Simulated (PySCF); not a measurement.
C4H12Si2, SMILES [SiH2]([SiH2]C)C(C)=C.

Geometry optimised at PBE0-D3(BJ)/def2-SVP. This is a generated structure with no PubChem entry under its InChIKey; it may be hypothetical. Other conformers were not sampled.

The numbers are results of PBE0-D3(BJ)/def2-SVP (PySCF 2.14.0), not measurements.

Frequencies are harmonic and unscaled.

```
mode  ν (cm⁻¹)  IR (km/mol)  moving atoms (share of kinetic energy)
----  --------  -----------  --------------------------------------
1           33          0.4                 H 38 %, C 37 %, Si 26 %
2           46          0.0                 C 48 %, H 29 %, Si 22 %
3           78          0.5                 C 40 %, Si 36 %, H 24 %
4          159          0.1                                  H 86 %
5          161          0.1                 H 49 %, C 31 %, Si 20 %
6          168          0.5                          H 79 %, C 14 %
7          242          0.5                  C 52 %, H 39 %, Si 9 %
8          351          5.3                 H 53 %, C 27 %, Si 20 %
9          355         12.3                 H 68 %, C 18 %, Si 15 %
10         390          6.4                 C 46 %, H 30 %, Si 24 %
11         453          3.0                 Si 61 %, H 22 %, C 17 %
12         498          1.1                         H 81 %, Si 16 %
13         624          7.2                 C 42 %, H 36 %, Si 22 %
14         630          6.4                 H 75 %, Si 13 %, C 12 %
15         660         89.8                                  H 90 %
16         690          7.2                  H 70 %, C 21 %, Si 9 %
17         705         77.8                 H 50 %, C 26 %, Si 24 %
18         737          7.3                                  H 91 %
19         793        239.9                         H 80 %, Si 13 %
20         881         85.2                 H 78 %, C 11 %, Si 10 %
21         885         44.3                          H 79 %, C 15 %
22         920         22.5                                  H 95 %
23         935        102.1                                  H 96 %
24         955         36.3                          H 74 %, C 26 %
25         966          4.1                          C 51 %, H 48 %
26        1004          2.3                          H 74 %, C 25 %
27        1051          0.3                          H 66 %, C 34 %
28        1231          0.2                          C 65 %, H 34 %
29        1260         11.4                          H 80 %, C 20 %
30        1384          5.7                          H 79 %, C 21 %
31        1419          1.4                          H 84 %, C 16 %
32        1432          2.6                                  H 96 %
33        1433          7.8                                  H 96 %
34        1447         11.2                                  H 97 %
35        1460         14.1                                  H 95 %
36        1703          1.5                          C 90 %, H 10 %
37        2189         90.2                                  H 97 %
38        2198         65.0                                  H 97 %
39        2205         87.6                                  H 97 %
40        2214        133.9                                  H 96 %
41        3038         17.6                                  H 97 %
42        3060          3.8                                  H 97 %
43        3120          8.0                           H 91 %, C 9 %
44        3133         15.2                                  H 94 %
45        3144         13.4                          H 90 %, C 10 %
46        3168          1.1                           H 91 %, C 9 %
47        3169          1.6                           H 91 %, C 9 %
48        3236          6.0                          H 90 %, C 10 %
```
